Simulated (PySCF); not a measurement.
# What a mistake does to a calculation on BCGeH6Si cation

All numbers below are calculated, not measured. They come from PySCF 2.14.0, an open-source quantum chemistry program, on an isolated molecule that a program drew, which may never have been made. The molecule is BCGeH6Si cation (charge +1, singlet), drawn as the SMILES string `B[Si](=C)[GeH2+]`.

Each row is a Hartree-Fock (HF) and frozen-core CCSD(T) single point in the cc-pV(D+d)Z basis, meant for a local HF minimum. Run 1 is clean. Each other run has one planted mistake out of seven kinds, and not every kind appears here: one electron removed, one electron added, multiplicity raised by two, geometry at a saddle point, minimal basis STO-3G, one bond length entered in bohr, all coordinates scaled. The reference is restricted for singlets and unrestricted otherwise, and also for a bond in bohr. Adding or removing an electron swaps singlet and doublet. Electrons count all cores. HOMO and LUMO are orbital energies over both spins, the gradient is its largest component, and the lowest frequency (negative if imaginary) is given only where the gradient is small. Bond lengths are over the 9 bonds as drawn. T1 is the CCSD diagnostic: over 0.02 (restricted) or 0.045 (unrestricted) a single reference is doubtful. Germanium has the cc-pVDZ-PP basis, with a core potential (ECP10MDF) in place of its 10 inner electrons, and its 3s, 3p and 3d shells are frozen in CCSD(T).

Geometry of the clean run:
```xyz
10
BCGeH6Si cation, angstrom
B    -2.4383    2.0294   -0.5133
Si   -1.4171    0.2890   -0.4288
C    -0.5261   -0.4115    0.8844
Ge   -1.1806   -1.2549   -2.1566
H    -2.9918    2.3472   -1.5178
H    -2.4537    2.6986    0.4709
H    -0.4407    0.0747    1.8527
H    -0.0077   -1.3626    0.8215
H    -0.3758   -2.5242   -1.9342
H    -1.7589   -1.1525   -3.5571
```

| run | electrons | basis functions | <S^2> | HOMO (eV) | LUMO (eV) | gradient (hartree/bohr) | lowest frequency (cm^-1) | mean bond (Å) | longest bond (Å) | T1 | HF (hartree) | CCSD(T) (hartree) | mistake |
|---|---|---|---|---|---|---|---|---|---|---|---|---|---|
| 1 | 62 | 104 | 0.000 | -13.44 | -5.52 | 2.6e-05 | 107 | 1.5193 | 2.329 | 0.0165 | -648.01380 | -648.47621 | no fault |
| 2 | 61 | 104 | 0.756 | -21.40 | -11.88 | 3.9e-02 | - | 1.5193 | 2.329 | 0.0134 | -647.56236 | -647.96612 | one electron removed |
| 3 | 62 | 104 | 0.000 | -14.29 | -5.64 | 7.1e-02 | - | 1.4023 | 2.150 | 0.0141 | -647.94856 | -648.39917 | all coordinates scaled |
| 4 | 62 | 104 | 2.017 | -12.54 | -6.05 | 5.6e-02 | - | 1.5193 | 2.329 | 0.0169 | -647.99911 | -648.42038 | ? |
| 5 | 62 | 104 | 1.542 | -12.96 | -5.26 | 2.9e-02 | - | 1.7190 | 3.817 | 0.0622 | -647.92189 | -648.34592 | ? |

**Which mistake was planted in run 4, and what did it cost?**

Electrons, basis and geometry are unchanged, and <S^2> is 2.017, beside S(S+1) = 2.00 for a multiplicity of 3. So the mistake is: multiplicity raised by two. Subtracting run 1 and multiplying by 627.51 kcal/mol a hartree, the energy moved by 9.2 kcal/mol in HF and 35.0 kcal/mol in CCSD(T).

**Which mistake was planted in run 5, and what did it cost?**

The mean bond changes by a factor of 1.131 and the longest by 1.639, so the molecule wasn't scaled as a whole. A length L in bohr read as angstrom grows by (1/0.5292 - 1) L = 0.890 L. The 9 bonds together grew by 9 x 0.1997 = 1.797 Å, which gives L = 2.020 Å. That is bond B1-Si2, 2.020 Å in the clean geometry. So the mistake is: one bond length entered in bohr. Subtracting run 1 and multiplying by 627.51 kcal/mol a hartree, the energy moved by 57.7 kcal/mol in HF and 81.8 kcal/mol in CCSD(T).

Cautions from the logs. Run 5: T1 is over the limit, so its CCSD(T) energy is less reliable.
